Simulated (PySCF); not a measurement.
**Radial density of In²⁺ (indium, charge +2)**

PBEsol, [Kr] 4d10 5s1, 2S determinant. Computed with PySCF 2.14 in aug-cc-pVDZ-PP with ECP28MDF (5s4p3d, 32 functions), with a scalar-relativistic core potential. This is the valence pseudo-density: the core potential removes the inner electrons and smooths the orbitals near the nucleus.

| r (bohr) | 4πr²ρ (e/bohr) | 4πr²(ρα − ρβ) |
| --- | --- | --- |
| 0.0165 | 1.760e-05 | 0.0000 |
| 0.0278 | 4.392e-05 | 0.0000 |
| 0.0468 | 0.0001023 | 0.0000 |
| 0.0787 | 0.0004188 | 0.0000 |
| 0.132 | 0.004875 | 0.0000 |
| 0.223 | 0.07810 | 0.0002 |
| 0.375 | 1.646 | 0.0130 |
| 0.630 | 15.64 | 0.1070 |
| 1.06 | 17.23 | -0.0196 |
| 1.78 | 3.579 | 0.5161 |
| 3.00 | 0.4305 | 0.3073 |
| 5.04 | 0.007861 | 0.0068 |
| 8.48 | 8.673e-05 | 0.0001 |

Energies and moments cover only the electrons outside the core potential.

Task: Where is the radial spin density 4πr²(ρα − ρβ) most negative, and why is it negative at all?

Result: Around r = 1.06 bohr, down to -0.0196 e/bohr: exchange with the open shell polarises the paired shells in an unrestricted calculation.
